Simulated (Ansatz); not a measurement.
A nudged elastic band was laid between two geometries of CH$_{9}$BN$_{2}$Si (14 atoms, charge 0, multiplicity 1).

Computed with RKS B3LYP-D4/def2-SVP (Ansatz).

- movable images: 5
- climbing image: yes
- spring: 5.0 eV/Å²
- optimiser: quadratic models (default)
- start path: IDPP
- force threshold: 0.03 eV/Å
- iteration limit: 60
- end points: relaxed

Initial state:

```xyz
14
Properties=species:S:1:pos:R:3
B -1.680 0.302 0.296
C -0.777 -0.768 -0.295
N -0.465 -0.775 -1.710
Si 0.825 -0.342 0.769
N 1.477 1.248 0.592
H -1.855 1.353 -0.281
H -2.134 0.161 1.406
H -0.991 -1.785 0.088
H -0.503 0.159 -2.112
H 0.444 -1.182 -1.927
H 0.603 -0.688 2.203
H 1.848 -1.253 0.173
H 1.006 2.083 0.923
H 2.189 1.458 -0.096
```

Final state:

```xyz
14
Properties=species:S:1:pos:R:3
B -1.669 0.271 0.410
C -0.799 -0.780 -0.258
N -0.565 -0.767 -1.686
Si 0.855 -0.316 0.706
N 1.399 1.267 0.251
H -1.861 1.342 -0.121
H -2.066 0.092 1.536
H -0.968 -1.805 0.124
H -0.559 0.183 -2.053
H 0.315 -1.207 -1.953
H 0.736 -0.593 2.172
H 1.868 -1.258 0.142
H 0.905 2.096 0.568
H 2.397 1.446 0.190
```

Task: What changes between the two ends?

Result: No bond is made or broken. The dihedral H12–Si4–N5–H14 goes from 21 to -33°.

Task: What energy profile does the band end with?

Result: The run converged. The highest image is number 0 of 0 to 6, 0.000 eV above the first end and 0.024 eV above the last; the last end lies 0.024 eV below the first. The highest image is an end point: on this band no image between the ends rises above it. A vibrational analysis next to that end finds imaginary modes (111i cm⁻¹), so it isn't a minimum.

```csv
image,path coordinate (Å),energy (eV),dihedral H12–Si4–N5–H14 (°)
0,0.00,0.000,21
1,0.02,0.000,20
2,0.16,-0.002,6
3,0.30,-0.009,-8
4,0.44,-0.017,-19
5,0.58,-0.022,-28
6,0.72,-0.024,-33
```

Time of the run: 95 s on 2 threads of AMD EPYC 7B13 (Zen 3), with other jobs on the host, peak memory 0.31 GiB.
